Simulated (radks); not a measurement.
The numbers below are computed, except where a source is named.
The rhenium ion Re4+, 71 electrons, occupied as [Xe] 4f14 5d3.

Level of theory: scalar-relativistic Kohn-Sham, PBE, spin-polarised, spherical densities, point nucleus; open shells are filled with parallel spins first (spin-orbit coupling, left out, can overturn this in heavy ions) (a radial shooting solver on a logarithmic mesh with Libxc functionals).

Energy parts (Ry):
part                       energy
total                 -33377.8335
kinetic                36893.9140
electron-nucleus      -82399.6875
Hartree                12786.1852
exchange-correlation    -658.2453

Orbitals (lengths in bohr, moments of r in powers of bohr; <r^-3> diverges for s and p1/2; r(90%) holds 90 % of the orbital's charge):
| orbital | occ. | eigenvalue (Ry) | r(90%) | <r^4> | <r^-3> |
|---|---|---|---|---|---|
| 1s down | 1 | -5270.785 | 0.0329 | 5.452e-07 | - |
| 1s up | 1 | -5270.785 | 0.0329 | 5.452e-07 | - |
| 2s up | 1 | -916.5813 | 0.118 | 0.00008161 | - |
| 2s down | 1 | -916.5671 | 0.118 | 0.00008161 | - |
| 2p up | 3 | -800.2104 | 0.111 | 0.00006453 | 20810 |
| 2p down | 3 | -800.1991 | 0.111 | 0.00006453 | 20810 |
| 3s up | 1 | -214.7330 | 0.289 | 0.002989 | - |
| 3s down | 1 | -214.7289 | 0.289 | 0.002989 | - |
| 3p up | 3 | -180.4258 | 0.296 | 0.003231 | 4665 |
| 3p down | 3 | -180.4211 | 0.296 | 0.003231 | 4665 |
| 3d up | 5 | -141.5699 | 0.278 | 0.002493 | 595.4 |
| 3d down | 5 | -141.5605 | 0.278 | 0.002493 | 595.4 |
| 4s up | 1 | -47.41945 | 0.632 | 0.06954 | - |
| 4s down | 1 | -47.40682 | 0.632 | 0.06953 | - |
| 4p up | 3 | -36.16838 | 0.681 | 0.09282 | 1091 |
| 4p down | 3 | -36.15672 | 0.681 | 0.09275 | 1091 |
| 4d up | 5 | -22.06140 | 0.749 | 0.1349 | 119.7 |
| 4d down | 5 | -22.04750 | 0.748 | 0.1344 | 119.7 |
| 5s up | 1 | -9.57125 | 1.48 | 2.064 | - |
| 5s down | 1 | -9.44567 | 1.47 | 2.015 | - |
| 5p up | 3 | -6.73187 | 1.72 | 3.768 | 167.5 |
| 5p down | 3 | -6.56916 | 1.71 | 3.693 | 171.7 |
| 4f up | 7 | -6.40510 | 0.954 | 0.3916 | 20.97 |
| 4f down | 7 | -6.37742 | 0.946 | 0.3753 | 21.09 |
| 5d up | 3 | -3.45173 | 2.38 | 13.48 | 11.12 |
| 5d down | 0 | -3.25639 | 2.39 | 13.84 | 11.25 |

The highest occupied level is 5d up at -46.963 eV. The density falls to 0.001 e/bohr^3 at r = 3.17 bohr. Spin moment in Bohr magnetons: 3. Summed over all electrons, <r^2> = 31.98 bohr^2, which gives a Langevin (diamagnetic) susceptibility term of -25.3 x 10^-6 cm^3/mol. For comparison, the ionisation energy in NIST's Atomic Spectra Database is 52 eV (theoretical). In exact Kohn-Sham theory the highest level is minus the ionisation energy, but local and semilocal functionals leave it too shallow, through self-interaction and a potential that decays too fast; potentials with the right tail come closer.
